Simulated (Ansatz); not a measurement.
Frontier orbitals of CH$_{3}$Cl$_{3}$NV (`C[N]=[V]([Cl])([Cl])[Cl]`).

```json
{"atom": "C1", "x (Å)": "-1.397", "y (Å)": "-0.388", "z (Å)": "0.589"}
{"atom": "N2", "x (Å)": "-0.139", "y (Å)": "-0.039", "z (Å)": "0.059"}
{"atom": "V3", "x (Å)": "1.278", "y (Å)": "0.355", "z (Å)": "-0.539"}
{"atom": "Cl4", "x (Å)": "2.733", "y (Å)": "-0.773", "z (Å)": "0.568"}
{"atom": "Cl5", "x (Å)": "1.486", "y (Å)": "2.473", "z (Å)": "-0.246"}
{"atom": "Cl6", "x (Å)": "1.227", "y (Å)": "-0.186", "z (Å)": "-2.617"}
{"atom": "H7", "x (Å)": "-1.894", "y (Å)": "0.503", "z (Å)": "0.984"}
{"atom": "H8", "x (Å)": "-1.271", "y (Å)": "-1.116", "z (Å)": "1.397"}
{"atom": "H9", "x (Å)": "-2.022", "y (Å)": "-0.829", "z (Å)": "-0.195"}
```

The species carries charge 0 and has multiplicity 1. Correlated methods include outer-core shells of V, which these sets cover unevenly. Scalar relativity is left out up to krypton. Geometry: relaxed with PBE0-D4/def2-TZVP. Basis def2-TZVPP, Ansatz 0.2.0.

Orbital energies of one run (eV). Highest occupied ones, from the top: -7.46, -7.46, -8.18, -8.89, -8.89, -8.90, -9.36, -9.36, -9.90, -9.90, -10.14, -12.03, -12.26, -12.26. Empty: -4.32, -4.32, -2.80, -2.80, -2.74, -0.17.

(1) Which functional gave them?
A. ωB97M-V
B. r2SCAN0
C. PBE0
D. B97M-V

## Answers

(1) D. HOMO energies: B97M-V -7.46, PBE0 -8.43, ωB97M-V -10.65, r2SCAN0 -8.64 eV.
